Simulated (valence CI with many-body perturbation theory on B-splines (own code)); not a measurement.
**Pt XXXIX: magnetic and hyperfine properties of the levels**

Calculated by relativistic CI+MBPT: four valence electrons over a frozen Dirac-Fock core [Kr], radial functions for each j: 7 s, 7 p, 8 d, 6 f, 4 g, 1 h, with the one-electron correlation potential Σ1, the two-electron term Σ2, the three-electron term Σ3, Breit, model QED; selected CI, second order for the rest, scaled by the run's own slope (own B-spline code, finite nucleus).

No measured spectrum was set against this ion. As an estimate, large intervals hold to a few tenths of a per cent, small ones and those within an open d or f shell to about a per cent. The list stops below the first excitations out of the core.

A/g_I is the dipole constant over the nuclear g factor μ/I (μ in nuclear magnetons, uniformly magnetised nucleus), B/Q the quadrupole constant per barn. Both hold the static response of the core; the bare values leave it out. Large factors of s and p1/2 electrons are usually good to 5 to 10 %; those of open d and f shells near neutrality can be off by tens of per cent, and small factors of p3/2, d and f electrons come from cancelling terms and can be off by a factor of two or in sign, in half-filled shells by more. B is blank for J = 1/2, where it vanishes, and for nearly pure S terms. Energies count from the lowest level. Levels with J = 0 are left out.

Levels are named by their leading jj configuration (3d3/2^4 stands for four electrons in 3d with j = 3/2), which in mixed levels can hold well under half, so a name can repeat and another be missing. Letters in brackets count levels of one name in rising energy.

```tsv
Level	E (cm⁻¹)	g	A/g_I (MHz)	A/g_I bare	B/Q (MHz/b)	B/Q bare
(4d3/2^3 4d5/2) J=1	163030	1.496	-2980	-1780	6270	6020
(4d3/2^3 4d5/2) J=4	206240	1.072	19400	19300	1280	1080
(4d3/2^3 4d5/2) J=2	210940	1.225	12300	12700	17600	17000
(4d3/2^3 4d5/2) J=3	222660	1.135	17200	17200	13800	13200
(4d3/2^2 4d5/2^2) J=2 [a]	360140	1.256	5480	5960	12000	11600
(4d3/2^2 4d5/2^2) J=4 [a]	368050	1.151	15400	15500	-8120	-7930
(4d3/2^2 4d5/2^2) J=3 [a]	372230	1.170	12600	12800	2710	2610
(4d3/2^2 4d5/2^2) J=5	388590	1.084	17700	17600	16600	16000
(4d3/2^2 4d5/2^2) J=1	400570	1.091	20500	20500	2480	2370
(4d3/2^2 4d5/2^2) J=6	400830	1.075	18800	18700	20700	19900
(4d3/2^2 4d5/2^2) J=3 [b]	413740	1.078	20000	19900	4650	4480
(4d3/2^2 4d5/2^2) J=4 [b]	416280	1.033	20300	20100	-5410	-5150
(4d3/2^2 4d5/2^2) J=2 [b]	420270	1.083	18300	18200	8130	7830
(4d3/2^2 4d5/2^2) J=2 [c]	461900	0.987	24600	24200	-3050	-2980
(4d3/2^2 4d5/2^2) J=4 [c]	476610	1.193	13400	13700	32200	31000
(4d3/2^2 4d5/2^2) J=2 [d]	515410	1.136	17400	17500	-9430	-9050
(4d3/2 4d5/2^3) J=4 [a]	564110	1.159	12800	13000	-17600	-17000
(4d3/2 4d5/2^3) J=3 [a]	567060	1.192	9760	10000	2390	2370
(4d3/2 4d5/2^3) J=1 [a]	583480	0.980	17900	17600	7990	7660
(4d3/2 4d5/2^3) J=5	588650	1.141	15200	15300	-11800	-11400
(4d3/2 4d5/2^3) J=6	592940	1.082	17500	17400	23900	23100
(4d3/2 4d5/2^3) J=2 [a]	614330	1.064	19700	19600	15700	15000
(4d3/2 4d5/2^3) J=3 [b]	621300	1.089	17400	17300	4840	4760
(4d3/2 4d5/2^3) J=1 [b]	667230	1.417	3000	3940	-12800	-12300
(4d3/2 4d5/2^3) J=3 [c]	667930	1.059	19100	19000	25800	24800
(4d3/2 4d5/2^3) J=4 [b]	673270	1.049	19300	19200	23800	23000
(4d3/2 4d5/2^3) J=2 [b]	683890	1.117	16700	16800	-32600	-31400
(4d5/2^4) J=4	790120	1.163	12600	12800	-22100	-21300
(4d5/2^4) J=2	823270	1.096	13500	13500	14900	14400
```

(1) Take the isotope of mass number 195, with I = 1/2, μ = 0.6073 μN. What is the hyperfine structure of (4d3/2^2 4d5/2^2) J=2 [a]?

Answers

(1) From the table A = 6650 MHz. Shifts from the centre of gravity in MHz: F = 3/2: -9980, F = 5/2: 6650.
